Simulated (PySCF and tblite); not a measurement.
Values are calculated unless marked as measured or tabulated.
C10H10O2, numbered as in [c:1]1([CH3:2])[cH:3][o:4][c:5](-[c:7]2[o:8][cH:9][c:10]([CH3:11])[cH:12]2)[cH:6]1: conformational analysis

Geometries GFN2-xTB; weights from OPBE-D3(BJ)/cc-pVDZ energies and GFN2-xTB thermal corrections, with symmetry numbers and mirror pairs. Conformers within 2.5 kcal/mol (GFN2-xTB free energy) were kept, 7 at most. GIAO shieldings: wB97X-D/6-31G*. Codes: tblite and PySCF.

Torsions listed: O4–C5–C7–O8.

| conformer | shape | symmetry | E(GFN2) kcal/mol | E(DFT) kcal/mol | G(298.15 K) kcal/mol | weight % | dipole D |
| --- | --- | --- | --- | --- | --- | --- | --- |
| 1 | 180° | C2h | 0.00 | 0.00 | 0.00 | 92.7 | 0.01 |
| 2 | 0° | C2v | 0.88 | 1.51 | 1.50 | 7.3 | 1.16 |

Weights (%) against temperature:

| T (K) | 1 | 2 | S(mix) cal/mol/K |
| --- | --- | --- | --- |
| 250 | 95.4 | 4.6 | 0.37 |
| 298.15 | 92.7 | 7.3 | 0.52 |
| 350 | 89.7 | 10.3 | 0.66 |

Coordinates of conformer 1 (Å):

```xyz
22

C     2.930   -0.134   -0.292
C     4.348    0.306   -0.399
C     2.453   -1.411   -0.243
O     1.109   -1.427   -0.146
C     0.702   -0.138   -0.132
C     1.785    0.698   -0.220
C    -0.703    0.147   -0.036
O    -1.113    1.435   -0.026
C    -2.458    1.415    0.068
C    -2.932    0.137    0.119
C    -4.348   -0.310    0.225
C    -1.784   -0.693    0.051
H     5.011   -0.554   -0.435
H     4.618    0.924    0.457
H     4.492    0.901   -1.300
H     2.953   -2.359   -0.268
H     1.760    1.768   -0.232
H    -2.959    2.362    0.089
H    -4.614   -0.927   -0.631
H    -5.014    0.547    0.262
H    -4.489   -0.906    1.125
H    -1.757   -1.762    0.065
```

Coordinates of conformer 2 (Å):

```xyz
22

C    -2.901    0.073   -0.090
C    -4.169    0.667   -0.594
C    -2.752   -0.973    0.774
O    -1.453   -1.235    1.002
C    -0.737   -0.349    0.277
C    -1.584    0.480   -0.416
C     0.699   -0.386    0.320
O     1.324   -1.308    1.083
C     2.646   -1.113    0.934
C     2.900   -0.076    0.084
C     4.225    0.455   -0.338
C     1.627    0.400   -0.318
H    -4.217    1.726   -0.344
H    -5.026    0.163   -0.154
H    -4.226    0.576   -1.678
H    -3.471   -1.589    1.277
H    -1.302    1.278   -1.072
H     3.301   -1.765    1.476
H     5.027   -0.120    0.116
H     4.327    1.498   -0.040
H     4.325    0.405   -1.422
H     1.427    1.211   -0.987
```


Conformer gaps in cc-pVDZ on xTB geometries can be 2 kcal/mol off for S=O, P=O and other polar bonds.